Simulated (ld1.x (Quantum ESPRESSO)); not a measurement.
Which change was made? (Au, PAW)

ld1.x (Quantum ESPRESSO) 7.5 input, shortened:

```
&input
   title='Au', zed=79., rel=1, dft='REVPBE', iswitch=3,
   config='[Xe] 4f14 5d10 6s1 6p0'
 /
 &inputp
   pseudotype=3, lpaw=.true., tm=.true., lloc=-1, rcloc=1.70,
   nlcc=.true., new_core_ps=.true., rcore=1.00,
   which_augfun='PSQ', rmatch_augfun_nc=.true.
 /
6
6S  1  0   1.00   0.00  2.10  2.60  0.0
6S  1  0   0.00   0.10  2.10  2.60  0.0
6P  2  1   0.00   0.00  2.85  3.25  0.0
6P  2  1   0.00   2.75  2.85  3.25  0.0
5D  3  2  10.00   0.00  1.80  2.20  0.0
5D  3  2   0.00   4.90  1.80  2.20  0.0
 &test
   configts(1)='5d10 6s1 6p0'
 /
```

Cutoffs, loose and tight: the cutoffs (Ry, on a coarse ladder) from which the occupation-weighted sum of valence levels, in a spherical-Bessel basis at the reference potential, stays within 10 and 1 mRy of its value at 400 Ry. They do not see the model core or the augmentation charge, which bear on the density cutoff. Test errors are all-electron minus pseudo excitation energies from the reference, over the configurations 5d10 6s0 6p0; 5d9 6s0 6p0; 5d8 6s0 6p0; 5d10 6s0 6p1; 5d10 6s0.5 6p0; 5d9 6s1 6p1; 5d9 6s2 6p0; variants that change the core or the reference have their own tests.

The base gives: outcome: generated; cutoff, loose: 25 Ry; cutoff, tight: 40 Ry; bound ghosts: s; largest test error (meV): -184.

Q: After one change the result is: outcome: generated; cutoff, loose: 25 Ry; cutoff, tight: 40 Ry; bound ghosts: none; largest test error (meV): -659. Which change was it?
A. local potential all-electron potential smoothed inside 2.92 bohr (lloc = -1)
B. local potential all-electron potential smoothed inside 2.90 bohr (lloc = -2)
C. waves 5d (bound): rcut 1.80, rcutus 2.50 bohr; 5d channel at 4.9 Ry: rcut 1.80, rcutus 2.50 bohr

A: B. The others give: local potential all-electron potential smoothed inside 2.92 bohr (lloc = -1) → outcome: generated; cutoff, loose: 25 Ry; cutoff, tight: 40 Ry; bound ghosts: none; largest test error (meV): -204 | waves 5d (bound): rcut 1.80, rcutus 2.50 bohr; 5d channel at 4.9 Ry: rcut 1.80, rcutus 2.50 bohr → outcome: failed: new_paw_hamiltonian: negative rho.
